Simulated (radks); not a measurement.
The rhodium ion Rh+, 44 electrons, occupied as [Kr] 4d4.5 5s2 5p1.5 (fractional occupations, a model configuration). All-electron calculation, Dirac Kohn-Sham, PBE, spin-unpolarised, spherical densities, finite nucleus; open shells are shared between the two j in proportion to 2j + 1; Fermi nuclear charge, rms radius 4.4945 fm. Program: a radial shooting solver on a logarithmic mesh with Libxc functionals.

Normalised radial functions P(r) = r R(r) (large component), r in bohr:

```
   r/bohr * 4d3/2, o 5p1/2 (the largest magnitude, 0.929, reaches the edge; | marks zero, & curves that meet)
 0.001484                             &
 0.002304                             &
 0.003549                             &
 0.005466                             &
 0.008487                             &
  0.01307                             *o
  0.02014                             *o
  0.03127                             * o
  0.04816                             |* o
  0.07418                             |   &
   0.1152                             | o     *
   0.1774                           o |           *
   0.2733                       o     |            *
   0.4243                            o|  *
   0.6536              *              |       o
    1.007  *                          |     o
    1.563       *             o       |
    2.408          o         *        |
    3.709              o            * |
    5.759                        o    *
    8.871                            o*
```

4d3/2: eigenvalue -27.480 eV, 1 radial node at r = 0.460 bohr, <r> = 1.33 bohr, 90 % of the charge inside 2.06 bohr. 5p1/2: eigenvalue -10.527 eV, 3 radial nodes at r = 0.143, 0.449, 1.25 bohr, <r> = 3.06 bohr, 90 % of the charge inside 4.50 bohr.
